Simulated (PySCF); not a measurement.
The same groups moved round the core (silole hydroxy). Gas-phase values, no solvent. One relaxed conformer stands for each flexible species; it need not be the lowest. Strings in code marks are SMILES.

The HOMO–LUMO gap from two functionals at the same geometries (PBE0-D4/def2-TZVP), both in PySCF: PBE-D3(BJ)/def2-TZVP and B3LYP-D3(BJ)/def2-TZVP. B3LYP has the VWN-RPA correlation part, as in Gaussian. 

| species | PBE-D3(BJ)/def2-TZVP (eV) | B3LYP-D3(BJ)/def2-TZVP (eV) |
|---|---|---|
| `C1=CC=C([SiH2]1)O` (H–O–C–Si torsion 0°) | 2.92 | 4.43 |
| `OC1=C[SiH2]C=C1` (H–O–C–C torsion 0°) | 3.26 | 4.82 |
| `O[SiH]1C=CC=C1` (H–O–Si–C torsion 54°) | 3.16 | 4.67 |

Over these rows, drawn at random from the members with no instability flagged (it was tested for open shells, ions and some series alone), PBE minus B3LYP-D3(BJ): mean -1.52 eV, from -1.56 eV to -1.50 eV.
